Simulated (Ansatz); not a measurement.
ClH₂O₂SSi, SMILES `O[Si](O)([S])Cl` radical. Charge 0, multiplicity 2. The structure was optimised at the PBE0-D4/def2-TZVP level. It is one conformer, not always the lowest.

```xyz
7

O     0.720    0.213    1.154
Si   -0.099   -0.194   -0.194
O    -0.025    1.097   -1.170
S     0.566   -1.933   -1.168
Cl   -2.033   -0.697    0.272
H     0.779   -0.438    1.856
H     0.093    1.952   -0.749
```

Task: What is the dipole moment at PBE/def2-TZVPP? (Estimate.)

Result: Computed: 2.07 D, with components (0.58, 0.88, 1.78) D in this frame, pointing from negative to positive charge.

Task: And with r2SCAN, B3LYP, ωB97M-V? (Estimate.)

Result: Ansatz gave: r2SCAN 2.07 D, B3LYP 2.01 D, ωB97M-V 1.99 D.

Task: Give the Mulliken charges with PBE, B3LYP, ωB97M-V in def2-TZVPP. (An estimate is asked.)

Result: Ansatz gave: 
```tsv
atom	PBE	B3LYP	ωB97M-V
O1	-0.33	-0.37	-0.36
Si2	0.61	0.74	0.66
O3	-0.32	-0.37	-0.35
S4	-0.17	-0.17	-0.13
Cl5	-0.18	-0.22	-0.20
H6	0.20	0.20	0.19
H7	0.20	0.20	0.19
```

B3LYP here is the variant with VWN-RPA as its local correlation; programs differ in this.
